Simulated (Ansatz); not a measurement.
A single point on H4MoN2O2, SMILES `[NH]=[Mo](=[NH])([OH])[OH]`.

```yaml
crystal:
  periodic: [false, false, false]
  atoms:
    - {symbol: N, position_ang: [-0.620523, -0.102650, -1.529114]}
    - {symbol: Mo, position_ang: [-0.060788, -0.039638, 0.101252]}
    - {symbol: N, position_ang: [1.561612, 0.540477, 0.185526]}
    - {symbol: O, position_ang: [-0.079932, -1.786085, 0.829621]}
    - {symbol: O, position_ang: [-1.191616, 1.147173, 1.046610]}
    - {symbol: H, position_ang: [-0.533430, 0.016869, -2.528486]}
    - {symbol: H, position_ang: [2.426976, 0.885334, -0.205495]}
    - {symbol: H, position_ang: [-0.615774, -2.457830, 0.401194]}
    - {symbol: H, position_ang: [-0.798224, 1.750149, 1.681893]}
basis:
  gaussian: {orbitals: def2-TZVPP}
hamiltonian: {xc: pbe}
correlation: {method: rpa}
```

```sh
$ ansatz run in.yaml --threads 4 --pin off --events-out ev --progress --plain --max-ram 10444MiB
```

It prints (some lines left out):

```
Functional definition: PBE
1510 factors; integrals over basis functions are off by at most 1.0e-3 eV
mean field evaluation 1: about -8962.1379 eV, gradient 1.4e2 eV
mean field evaluation 2: about -8962.1337 eV, gradient 1.4e2 eV
mean field evaluation 4: about -8976.6946 eV, gradient 9.1e1 eV
mean field evaluation 8: about -8995.1916 eV, gradient 6.4e0 eV
mean field evaluation 16: about -8995.2669 eV, gradient 2.1e-3 eV
mean field -8995.26688590 eV, -330.5699608461 hartree, gradient 1.2e-6 eV, S^2 0.000000; 0 other end points of the search recorded, 0 dependent functions left out
4 core orbitals not correlated: weight in the atoms' cores, before any rotation towards them, 1.000 or more for the frozen orbitals, at most 0.000 for the correlated occupied ones
reference -8940.15829627 eV, -328.5447575310 hartree; 20, 20 occupied and 212, 212 virtual orbitals, 1510 factors
Total energy: -8999.21480237 eV, -330.7150441002 hartree
```

Hardware: 4 threads of an Arm Neoverse V1 on a shared host. Wall time 6 s, peak host memory 0.62 GiB.
